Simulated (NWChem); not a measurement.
System: C$_{2}$H$_{3}$ClF$_{2}$; SMILES FC(F)(Cl)C

NWChem input:

```
start job
memory heap 200 mb stack 900 mb global 1100 mb
geometry units angstroms noautoz
  C     -1.376518    -0.907836     0.000000
  C      0.028248    -0.354414     0.000000
  F      0.714957    -0.770960    -1.090620
  F      0.714957    -0.770960     1.090620
  Cl     0.024619     1.457736     0.000000
  H     -1.916534    -0.567274    -0.901704
  H     -1.916534    -0.567274     0.901704
  H     -1.318523    -2.014020     0.000000
end
basis spherical
  C library 6-31g*
  F library 6-31g*
  Cl library 6-31g*
  H library 6-31g*
end
dft
  xc mn15-l
  iterations 150
  mulliken
end
task dft energy
```

Geometry: optimised at PBE-D3(BJ)/def2-SVP.

**Question.** Give the results of this calculation. (MN15-L/6-31G* (spherical d).) Quantities: energy (Ha); highest occupied level (eV); orbital gap (eV); dipole (D).

**Answer.** 
```
Quantity                       Value
---------------------------  -------
energy (Ha)                  -737.57
highest occupied level (eV)    -8.36
orbital gap (eV)                8.37
dipole (D)                      2.22
```
